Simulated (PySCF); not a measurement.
methyl chloride (CH3Cl), singlet, at a GFN2-xTB geometry; PBE0/6-31G* in PySCF.

PySCF was given this input:
```python
from pyscf import gto, scf, dft

mol = gto.Mole()
mol.atom = '''
    C    -0.00149191    0.04693566   -1.12182869
    Cl    0.00086957   -0.02735682    0.65386656
    H    -0.03217621    1.09066645   -1.41847283
    H     0.90554001   -0.42739850   -1.48323349
    H    -0.87919504   -0.47981606   -1.48305307
'''
mol.basis = '6-31g*'
mol.verbose = 4
mol.build()

mf = dft.RKS(mol)
mf.xc = 'pbe0'
mf.diis = False
mf.max_cycle = 100
mf.kernel()
```

The log (banner, timings and long lists left out):

```
PySCF version 2.14.0

[INPUT] verbose = 4
[INPUT] num. atoms = 5
[INPUT] num. electrons = 26
[INPUT] charge = 0
[INPUT] spin (= nelec alpha-beta = 2S) = 0
[INPUT] symmetry False subgroup None
[INPUT] Mole.unit = angstrom
[INPUT] Symbol           X                Y                Z      unit          X                Y                Z       unit  Magmom
[...]
nuclear repulsion = 51.4948651614618
number of shells = 20
number of NR pGTOs = 90
number of NR cGTOs = 38
basis = 6-31g*
ecp = {}

******** <class 'pyscf.dft.rks.RKS'> ********
method = RKS
initial guess = minao
damping factor = 0
level_shift factor = 0
DIIS disabled
SCF conv_tol = 1e-09
SCF conv_tol_grad = None
SCF max_cycles = 100
direct_scf = True
direct_scf_tol = 1e-13
XC library pyscf.dft.libxc version 7.1.2
    S. Lehtola, C. Steigemann, M. J. T. Oliveira, and M. A. L. Marques,  SoftwareX 7, 1–5 (2018)
XC functionals = pbe0
    C. Adamo and V. Barone,  J. Chem. Phys. 110, 6158 (1999)
    M. Ernzerhof and G. E. Scuseria,  J. Chem. Phys. 110, 5029 (1999)
radial grids:
    Treutler-Ahlrichs [JCP 102, 346 (1995); DOI:10.1063/1.469408] (M4) radial grids

becke partition: Becke, JCP 88, 2547 (1988); DOI:10.1063/1.454033
pruning grids: <function nwchem_prune>
grids dens level: 3
symmetrized grids: False
atomic radii adjust function: <function treutler_atomic_radii_adjust>
small_rho_cutoff = 0
Set gradient conv threshold to 3.16228e-05
Initial guess from minao.
tot grids = 62424
init E= -499.867855768932
[...]
cycle= 1 E= -499.874468800137  delta_E= -0.00661  |g|= 0.171  |ddm|= 1.87
[...]
cycle= 2 E= -499.879005635607  delta_E= -0.00454  |g|= 0.133  |ddm|= 0.505
[...]
cycle= 3 E= -499.879982409071  delta_E= -0.000977  |g|= 0.122  |ddm|= 0.384
[...]
cycle= 4 E= -499.879350498294  delta_E= 0.000632  |g|= 0.134  |ddm|= 0.347
[...]
cycle= 5 E= -499.877550484737  delta_E= 0.0018  |g|= 0.157  |ddm|= 0.349
[...]
cycle= 6 E= -499.873603177773  delta_E= 0.00395  |g|= 0.201  |ddm|= 0.386
[...]
cycle= 7 E= -499.867578574562  delta_E= 0.00602  |g|= 0.249  |ddm|= 0.454
[...]
cycle= 8 E= -499.855796306873  delta_E= 0.0118  |g|= 0.331  |ddm|= 0.559
[...]
cycle= 9 E= -499.839647836921  delta_E= 0.0161  |g|= 0.405  |ddm|= 0.696
[...]
cycle= 10 E= -499.805866050201  delta_E= 0.0338  |g|= 0.552  |ddm|= 0.884
[...]
cycle= 11 E= -499.765021996499  delta_E= 0.0408  |g|= 0.654  |ddm|= 1.11
[...]
cycle= 12 E= -499.667019587458  delta_E= 0.098  |g|= 0.923  |ddm|= 1.43
[...]
cycle= 13 E= -499.570410325509  delta_E= 0.0966  |g|= 1.04  |ddm|= 1.79
[...]
cycle= 14 E= -499.282854088601  delta_E= 0.288  |g|= 1.54  |ddm|= 2.27
[...]
cycle= 15 E= -499.081099262109  delta_E= 0.202  |g|= 1.61  |ddm|=  2.8
[...]
cycle= 16 E= -498.26563899858  delta_E= 0.815  |g|= 2.48  |ddm|= 3.47
[...]
cycle= 17 E= -497.946187999914  delta_E= 0.319  |g|= 2.38  |ddm|=  4.2
[...]
cycle= 18 E= -495.166808017699  delta_E= 2.78  |g|= 4.07  |ddm|= 5.53

WARN: HOMO 0.149320213195457 == LUMO 0.149321544496955

cycle= 19 E= -488.589242536737  delta_E= 6.58  |g|= 3.98  |ddm|= 12.5
[...]
cycle= 20 E= -479.937969109439  delta_E= 8.65  |g|= 5.15  |ddm|= 13.4

WARN: HOMO -0.847299147147888 == LUMO -0.847227151110419

cycle= 21 E= -474.135804186328  delta_E=  5.8  |g|= 3.89  |ddm|= 9.39
[...]
cycle= 22 E= -478.282924109436  delta_E= -4.15  |g|= 5.27  |ddm|= 9.92

WARN: HOMO -1.00939344432103 == LUMO -1.00920870714518

cycle= 23 E= -474.215885605491  delta_E= 4.07  |g|= 3.85  |ddm|= 9.98
[...]
cycle= 24 E= -478.2842616311  delta_E= -4.07  |g|= 5.28  |ddm|= 9.98

WARN: HOMO -1.01325283624062 == LUMO -1.01308320219799

cycle= 25 E= -474.219882579276  delta_E= 4.06  |g|= 3.84  |ddm|= 9.98
[...]
cycle= 26 E= -478.284180797662  delta_E= -4.06  |g|= 5.28  |ddm|= 9.98

WARN: HOMO -1.0133421127983 == LUMO -1.0131572295538

cycle= 27 E= -474.220002230348  delta_E= 4.06  |g|= 3.84  |ddm|= 9.98
[...]
cycle= 28 E= -478.284549216564  delta_E= -4.06  |g|= 5.28  |ddm|= 9.98

WARN: HOMO -1.01336955667335 == LUMO -1.01319985574115

[...]
[...]
cycle= 62 E= -478.284191002806  delta_E= -4.06  |g|= 5.28  |ddm|= 9.98

WARN: HOMO -1.01334572647815 == LUMO -1.01316083909181

cycle= 63 E= -474.220006743232  delta_E= 4.06  |g|= 3.84  |ddm|= 9.98
[...]
cycle= 64 E= -478.284549492097  delta_E= -4.06  |g|= 5.28  |ddm|= 9.98

WARN: HOMO -1.01336967265804 == LUMO -1.01319997213276

cycle= 65 E= -474.220023680814  delta_E= 4.06  |g|= 3.84  |ddm|= 9.98
[...]
cycle= 66 E= -478.284190995667  delta_E= -4.06  |g|= 5.28  |ddm|= 9.98

WARN: HOMO -1.01334572567488 == LUMO -1.0131608382255

cycle= 67 E= -474.220006741909  delta_E= 4.06  |g|= 3.84  |ddm|= 9.98
[...]
cycle= 68 E= -478.284549485194  delta_E= -4.06  |g|= 5.28  |ddm|= 9.98

WARN: HOMO -1.01336967294452 == LUMO -1.01319997247949

cycle= 69 E= -474.220023681177  delta_E= 4.06  |g|= 3.84  |ddm|= 9.98
[...]
cycle= 70 E= -478.284190988415  delta_E= -4.06  |g|= 5.28  |ddm|= 9.98

WARN: HOMO -1.01334572486086 == LUMO -1.01316083734768

cycle= 71 E= -474.220006740568  delta_E= 4.06  |g|= 3.84  |ddm|= 9.98
[...]
cycle= 72 E= -478.284549478207  delta_E= -4.06  |g|= 5.28  |ddm|= 9.98

WARN: HOMO -1.01336967323504 == LUMO -1.01319997283098

cycle= 73 E= -474.220023681544  delta_E= 4.06  |g|= 3.84  |ddm|= 9.98
[...]
cycle= 74 E= -478.284190981053  delta_E= -4.06  |g|= 5.28  |ddm|= 9.98

WARN: HOMO -1.01334572403604 == LUMO -1.0131608364582

cycle= 75 E= -474.220006739206  delta_E= 4.06  |g|= 3.84  |ddm|= 9.98
[...]
cycle= 76 E= -478.284549471132  delta_E= -4.06  |g|= 5.28  |ddm|= 9.98

WARN: HOMO -1.01336967352968 == LUMO -1.01319997318739

cycle= 77 E= -474.220023681918  delta_E= 4.06  |g|= 3.84  |ddm|= 9.98
[...]
cycle= 78 E= -478.284190973574  delta_E= -4.06  |g|= 5.28  |ddm|= 9.98

WARN: HOMO -1.01334572320023 == LUMO -1.01316083555689

cycle= 79 E= -474.220006737828  delta_E= 4.06  |g|= 3.84  |ddm|= 9.98
[...]
cycle= 80 E= -478.284549463971  delta_E= -4.06  |g|= 5.28  |ddm|= 9.98

WARN: HOMO -1.0133696738285 == LUMO -1.01319997354879

cycle= 81 E= -474.220023682295  delta_E= 4.06  |g|= 3.84  |ddm|= 9.98
[...]
cycle= 82 E= -478.284190965977  delta_E= -4.06  |g|= 5.28  |ddm|= 9.98

WARN: HOMO -1.01334572235328 == LUMO -1.01316083464354

cycle= 83 E= -474.220006736431  delta_E= 4.06  |g|= 3.84  |ddm|= 9.98
[...]
cycle= 84 E= -478.284549456721  delta_E= -4.06  |g|= 5.28  |ddm|= 9.98

WARN: HOMO -1.01336967413159 == LUMO -1.0131999739152

cycle= 85 E= -474.22002368268  delta_E= 4.06  |g|= 3.84  |ddm|= 9.98
[...]
cycle= 86 E= -478.284190958261  delta_E= -4.06  |g|= 5.28  |ddm|= 9.98

WARN: HOMO -1.01334572149506 == LUMO -1.01316083371809

cycle= 87 E= -474.220006735016  delta_E= 4.06  |g|= 3.84  |ddm|= 9.98
[...]
cycle= 88 E= -478.28454944938  delta_E= -4.06  |g|= 5.28  |ddm|= 9.98

WARN: HOMO -1.013369674439 == LUMO -1.01319997428674

cycle= 89 E= -474.220023683069  delta_E= 4.06  |g|= 3.84  |ddm|= 9.98
[...]
cycle= 90 E= -478.284190950422  delta_E= -4.06  |g|= 5.28  |ddm|= 9.98

WARN: HOMO -1.01334572062539 == LUMO -1.01316083278027

cycle= 91 E= -474.220006733579  delta_E= 4.06  |g|= 3.84  |ddm|= 9.98
[...]
cycle= 92 E= -478.28454944195  delta_E= -4.06  |g|= 5.28  |ddm|= 9.98

WARN: HOMO -1.01336967475077 == LUMO -1.01319997466347

cycle= 93 E= -474.220023683463  delta_E= 4.06  |g|= 3.84  |ddm|= 9.98
[...]
cycle= 94 E= -478.284190942461  delta_E= -4.06  |g|= 5.28  |ddm|= 9.98

WARN: HOMO -1.01334571974411 == LUMO -1.01316083182994

cycle= 95 E= -474.220006732123  delta_E= 4.06  |g|= 3.84  |ddm|= 9.98
[...]
cycle= 96 E= -478.284549434429  delta_E= -4.06  |g|= 5.28  |ddm|= 9.98

WARN: HOMO -1.01336967506701 == LUMO -1.01319997504547

cycle= 97 E= -474.220023683864  delta_E= 4.06  |g|= 3.84  |ddm|= 9.98
[...]
cycle= 98 E= -478.284190934372  delta_E= -4.06  |g|= 5.28  |ddm|= 9.98

WARN: HOMO -1.01334571885105 == LUMO -1.01316083086692

cycle= 99 E= -474.220006730647  delta_E= 4.06  |g|= 3.84  |ddm|= 9.98
[...]
cycle= 100 E= -478.284549426815  delta_E= -4.06  |g|= 5.28  |ddm|= 9.98
SCF not converged.
SCF energy = -478.284549426815
```

Convergence was not reached.
